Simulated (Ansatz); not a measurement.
Born–Oppenheimer molecular dynamics of AlH7OSn (10 atoms, charge 0, multiplicity 1). It starts at the highest image of a converged band. Of that band: Neighbouring images differ by up to 1.4 eV, so the band resolves the path poorly. A vibrational analysis at the climbing image gives one clearly imaginary mode, 1305i cm⁻¹: a first-order saddle point.

Computed with RKS PBE0/def2-SVP (Ansatz 0.2.0).

```yaml
ensemble: NVE (velocity Verlet)
time_step: 0.5 fs
steps_asked: 200
starting_velocities_drawn_for: 300 K
seed: 6911
```

Frames 0.5 fs apart, positions in Å, forces in eV/Å.

Velocities at 55 fs (Å/ps):

```
Sn 5.01 1.94 -1.83
H 4.26 18.38 -23.17
H 33.25 -19.54 -6.12
H 7.63 20.77 16.93
H -42.00 -19.49 30.95
O -16.56 -7.75 13.61
Al -9.79 -4.15 2.01
H -38.45 -2.64 -25.55
H 23.94 -0.76 -14.30
H -53.34 8.97 -33.09
```

```xyz
10
Properties=species:S:1:pos:R:3:forces:R:3 time_fs=55 energy_less_start_eV=-1.177 T=1435
Sn 0.168 0.191 -0.244 -0.38 0.41 0.33
H 0.451 -0.674 1.200 -0.18 0.02 0.35
H 1.592 1.188 -0.266 -0.11 -0.24 -0.45
H -1.197 1.304 -0.219 0.65 -0.45 -0.10
H -0.035 -1.134 -1.334 0.15 0.44 -0.19
O -2.531 -0.657 0.967 0.59 -0.20 0.78
Al -4.088 -0.900 0.331 -0.62 -0.08 -0.35
H -4.932 -2.135 0.898 0.04 0.15 -0.05
H -4.666 0.075 -0.844 0.39 -0.32 0.49
H -2.091 -1.029 1.756 -0.52 0.26 -0.80
10
Properties=species:S:1:pos:R:3:forces:R:3 time_fs=55.5 energy_less_start_eV=-1.169 T=1426
Sn 0.170 0.192 -0.245 -0.39 0.53 0.22
H 0.453 -0.665 1.189 -0.16 -0.07 0.52
H 1.609 1.178 -0.270 -0.17 -0.27 -0.47
H -1.192 1.314 -0.211 0.68 -0.48 -0.11
H -0.056 -1.143 -1.319 0.16 0.46 -0.22
O -2.539 -0.661 0.974 -0.19 0.41 -0.56
Al -4.093 -0.902 0.332 -0.64 -0.07 -0.41
H -4.951 -2.136 0.885 0.07 0.17 -0.04
H -4.653 0.074 -0.851 0.37 -0.32 0.50
H -2.118 -1.025 1.739 0.27 -0.37 0.58
10
Properties=species:S:1:pos:R:3:forces:R:3 time_fs=56 energy_less_start_eV=-1.105 T=1366
Sn 0.173 0.193 -0.246 -0.39 0.63 0.11
H 0.454 -0.656 1.179 -0.13 -0.15 0.68
H 1.625 1.167 -0.274 -0.24 -0.29 -0.49
H -1.186 1.323 -0.203 0.70 -0.49 -0.12
H -0.076 -1.151 -1.304 0.17 0.47 -0.24
O -2.547 -0.665 0.981 -1.07 1.15 -2.13
Al -4.098 -0.904 0.333 -0.65 -0.06 -0.46
H -4.970 -2.137 0.872 0.10 0.19 -0.03
H -4.640 0.073 -0.856 0.35 -0.32 0.50
H -2.145 -1.021 1.723 1.17 -1.13 2.18
10
Properties=species:S:1:pos:R:3:forces:R:3 time_fs=56.5 energy_less_start_eV=-1.012 T=1280
Sn 0.175 0.194 -0.247 -0.39 0.71 0.01
H 0.455 -0.647 1.171 -0.10 -0.23 0.83
H 1.640 1.155 -0.280 -0.29 -0.31 -0.50
H -1.178 1.330 -0.195 0.70 -0.50 -0.13
H -0.096 -1.158 -1.290 0.19 0.48 -0.26
O -2.556 -0.669 0.987 -1.85 1.85 -3.56
Al -4.103 -0.906 0.334 -0.67 -0.07 -0.50
H -4.989 -2.137 0.859 0.12 0.21 -0.02
H -4.626 0.071 -0.860 0.32 -0.30 0.48
H -2.169 -1.020 1.712 1.97 -1.84 3.65
10
Properties=species:S:1:pos:R:3:forces:R:3 time_fs=57 energy_less_start_eV=-0.948 T=1220
Sn 0.178 0.195 -0.248 -0.37 0.76 -0.08
H 0.456 -0.639 1.165 -0.08 -0.29 0.96
H 1.655 1.143 -0.287 -0.33 -0.33 -0.51
H -1.169 1.337 -0.188 0.68 -0.49 -0.13
H -0.116 -1.164 -1.276 0.20 0.49 -0.28
O -2.564 -0.672 0.993 -2.22 2.24 -4.33
Al -4.108 -0.908 0.335 -0.69 -0.09 -0.53
H -5.008 -2.137 0.846 0.14 0.22 -0.01
H -4.611 0.068 -0.863 0.29 -0.27 0.45
H -2.188 -1.023 1.710 2.38 -2.25 4.46
10
Properties=species:S:1:pos:R:3:forces:R:3 time_fs=57.5 energy_less_start_eV=-0.960 T=1231
Sn 0.180 0.196 -0.249 -0.34 0.77 -0.14
H 0.457 -0.632 1.161 -0.06 -0.34 1.05
H 1.669 1.131 -0.296 -0.37 -0.33 -0.52
H -1.157 1.342 -0.181 0.65 -0.46 -0.14
H -0.135 -1.169 -1.264 0.21 0.49 -0.30
O -2.574 -0.675 0.999 -2.02 2.16 -4.07
Al -4.113 -0.910 0.336 -0.72 -0.12 -0.56
H -5.026 -2.136 0.833 0.16 0.22 0.01
H -4.595 0.064 -0.865 0.25 -0.23 0.41
H -2.201 -1.031 1.718 2.24 -2.16 4.25
10
Properties=species:S:1:pos:R:3:forces:R:3 time_fs=58 energy_less_start_eV=-1.035 T=1300
Sn 0.183 0.197 -0.250 -0.30 0.75 -0.17
H 0.458 -0.625 1.159 -0.04 -0.36 1.11
H 1.682 1.117 -0.305 -0.40 -0.34 -0.52
H -1.145 1.346 -0.174 0.60 -0.42 -0.14
H -0.154 -1.172 -1.252 0.22 0.49 -0.31
O -2.583 -0.678 1.003 -1.32 1.61 -2.88
Al -4.118 -0.912 0.337 -0.76 -0.17 -0.57
H -5.043 -2.135 0.820 0.17 0.22 0.02
H -4.579 0.060 -0.866 0.21 -0.19 0.36
H -2.209 -1.045 1.737 1.63 -1.61 3.11
10
Properties=species:S:1:pos:R:3:forces:R:3 time_fs=58.5 energy_less_start_eV=-1.114 T=1374
Sn 0.185 0.199 -0.251 -0.25 0.69 -0.16
H 0.458 -0.619 1.160 -0.03 -0.37 1.13
H 1.694 1.102 -0.316 -0.42 -0.34 -0.53
H -1.131 1.349 -0.167 0.53 -0.36 -0.14
H -0.172 -1.175 -1.240 0.23 0.49 -0.33
O -2.592 -0.680 1.007 -0.40 0.84 -1.25
Al -4.123 -0.914 0.337 -0.81 -0.22 -0.57
H -5.061 -2.133 0.807 0.18 0.22 0.04
H -4.562 0.055 -0.866 0.17 -0.13 0.29
H -2.214 -1.063 1.763 0.80 -0.82 1.52
10
Properties=species:S:1:pos:R:3:forces:R:3 time_fs=59 energy_less_start_eV=-1.152 T=1410
Sn 0.188 0.200 -0.252 -0.18 0.60 -0.12
H 0.459 -0.614 1.164 -0.02 -0.35 1.10
H 1.706 1.087 -0.328 -0.43 -0.33 -0.52
H -1.115 1.351 -0.161 0.45 -0.29 -0.14
H -0.189 -1.176 -1.230 0.24 0.48 -0.34
O -2.602 -0.683 1.011 0.49 0.08 0.35
Al -4.129 -0.917 0.338 -0.85 -0.28 -0.57
H -5.078 -2.131 0.794 0.18 0.21 0.05
H -4.545 0.050 -0.866 0.12 -0.07 0.22
H -2.216 -1.082 1.793 0.01 -0.05 -0.03
10
Properties=species:S:1:pos:R:3:forces:R:3 time_fs=59.5 energy_less_start_eV=-1.139 T=1399
Sn 0.190 0.201 -0.253 -0.10 0.46 -0.05
H 0.459 -0.610 1.171 -0.02 -0.31 1.04
H 1.716 1.071 -0.342 -0.43 -0.32 -0.52
H -1.099 1.353 -0.155 0.36 -0.21 -0.14
H -0.206 -1.176 -1.220 0.24 0.47 -0.35
O -2.611 -0.685 1.016 1.20 -0.54 1.64
Al -4.134 -0.919 0.339 -0.89 -0.33 -0.55
H -5.094 -2.128 0.781 0.17 0.20 0.07
H -4.528 0.045 -0.865 0.08 -0.01 0.14
H -2.218 -1.102 1.823 -0.62 0.60 -1.28
10
Properties=species:S:1:pos:R:3:forces:R:3 time_fs=60 energy_less_start_eV=-1.096 T=1360
Sn 0.193 0.202 -0.254 -0.01 0.30 0.06
H 0.460 -0.607 1.179 -0.03 -0.25 0.93
H 1.725 1.054 -0.356 -0.42 -0.31 -0.51
H -1.081 1.354 -0.150 0.25 -0.12 -0.13
H -0.223 -1.175 -1.211 0.25 0.45 -0.36
O -2.621 -0.687 1.020 1.70 -1.00 2.57
Al -4.140 -0.921 0.339 -0.91 -0.39 -0.53
H -5.110 -2.125 0.768 0.17 0.18 0.09
H -4.510 0.040 -0.863 0.04 0.06 0.06
H -2.222 -1.120 1.849 -1.04 1.06 -2.17
10
Properties=species:S:1:pos:R:3:forces:R:3 time_fs=60.5 energy_less_start_eV=-1.050 T=1316
Sn 0.195 0.203 -0.254 0.09 0.12 0.19
H 0.460 -0.604 1.191 -0.04 -0.18 0.80
H 1.733 1.036 -0.372 -0.40 -0.29 -0.50
H -1.063 1.354 -0.145 0.14 -0.01 -0.13
H -0.238 -1.172 -1.203 0.25 0.43 -0.36
O -2.630 -0.690 1.024 2.02 -1.29 3.16
Al -4.145 -0.923 0.340 -0.91 -0.43 -0.51
H -5.126 -2.121 0.756 0.16 0.16 0.11
H -4.492 0.035 -0.862 0.00 0.13 -0.03
H -2.228 -1.136 1.871 -1.30 1.37 -2.73
```

Of the whole run (100 fs, mean temperature of the second half 1377 K): The conserved energy stayed within 0.46 meV per atom of its start (net change 0.24 meV per atom), so the integration is sound. The kinetic energy rose, since the run started high on the potential surface and went downhill. It ends in pieces (AlH3O + H4Sn), so much of that is their flight and rotation, not heat. A run of 0.1 ps of so small a system gives no equilibrium averages. The orbitals stay closed-shell, which can raise the energy where a bond breaks towards radicals; this wasn't checked here.

The run took 7.4 min on 2 threads of Arm Neoverse V1, with other jobs on the host, peak memory 0.2 GiB.
